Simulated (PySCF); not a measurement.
Coordinates in bohr (charge 0 multiplicity 1):
```
Ge    0.0000    0.0000    0.0000
F     3.2429    0.0000    0.0000
F     0.0000    3.2429    0.0000
F    -3.2429    0.0000    0.0000
F     0.0000   -3.2429    0.0000
```

Level of theory: PBE0 in PySCF with Ge def2-TZVP, F def2-TZVP; no relativity; density-fitted integrals.

This geometry of GeF4 is a stationary point at this level.

Task: What is the point group?

Result: D4h.

Task: Is it a minimum?

Result: No: it has 1 imaginary mode, at 180i cm⁻¹ (b2u).

Task: List the harmonic modes with their infrared intensities.

Result: 
```tsv
symmetry	ω (cm⁻¹)	IR (km/mol, summed over degenerate members)
b2u	180i	–
a2u	277	59.8
eu	336	82.8
b2g	378	0.0
b1g	617	0.0
a1g	706	0.0
eu	791	303
```

Task: Give the atomic charges and bond orders.

Result: 
```
    atom  Mulliken  Löwdin  polar tensor  Mayer order to Ge1
     Ge1      1.25    0.35          2.29                   –
F2,3,4,5     -0.31   -0.09         -0.57                1.05
```

In D4h the vibrations span b2u + a2u + 2eu + b2g + b1g + a1g. The a1g, b1g, b2g, b2u modes carry no infrared intensity, as symmetry demands. With a centre of inversion only u modes can be infrared active and only g modes Raman active.

Only a few start shapes were tried, so a lower isomer may exist. At this level a singlet minimum of Td symmetry lies 188 kJ/mol below this structure.
